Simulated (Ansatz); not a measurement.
Reaction: GeH3F (SMILES [F][GeH3]) → GeH3 (SMILES [GeH3], doublet) + F (doublet) (the F-Ge bond breaks)
Each species at its own B3LYP-D3(BJ)/def2-TZVP minimum (Ansatz, a first-principles code).

Total energies in hartree (Ansatz). UHF or UKS for unpaired electrons; spin-orbit terms are left out. Correlated methods leave the cores frozen (noble-gas shells, and filled d and f shells in the p block). No relativity.

```csv
species,HF/cc-pVTZ,CCSD(T)/cc-pVTZ,HF/cc-pVQZ,CCSD(T)/cc-pVQZ,CCSDT(Q)/cc-pVTZ
1: GeH3F (SMILES [F][GeH3]),-2176.65657,-2177.07014,-2176.67077,-2177.11624,-2177.07103
"2: GeH3 (SMILES [GeH3], doublet)",-2077.10825,-2077.24865,-2077.11207,-2077.25871,-2077.24943
3: F (doublet),-99.40552,-99.62036,-99.41377,-99.65026,-99.62061
```

Work out the bond dissociation energy (electronic) in kJ/mol: take Hartree-Fock from cc-pVQZ, extrapolate the CCSD(T) correlation energy as X^-3 (X = 3, 4), and add CCSDT(Q) - CCSD(T) in cc-pVTZ. 1 hartree = 2625.5 kJ/mol.


Species 1: correlation (64·(-0.44547) - 27·(-0.41357))/37 = -0.46875; step -0.00089; E1 = -2176.67077 + (-0.46875) + (-0.00089) = -2177.14041
Species 2: correlation (64·(-0.14664) - 27·(-0.14040))/37 = -0.15119; step -0.00078; E2 = -2077.11207 + (-0.15119) + (-0.00078) = -2077.26404
Species 3: correlation (64·(-0.23649) - 27·(-0.21484))/37 = -0.25229; step -0.00025; E3 = -99.41377 + (-0.25229) + (-0.00025) = -99.66631
-1·E1 +1·E2 +1·E3 = 0.21006 hartree = 551.5 kJ/mol.
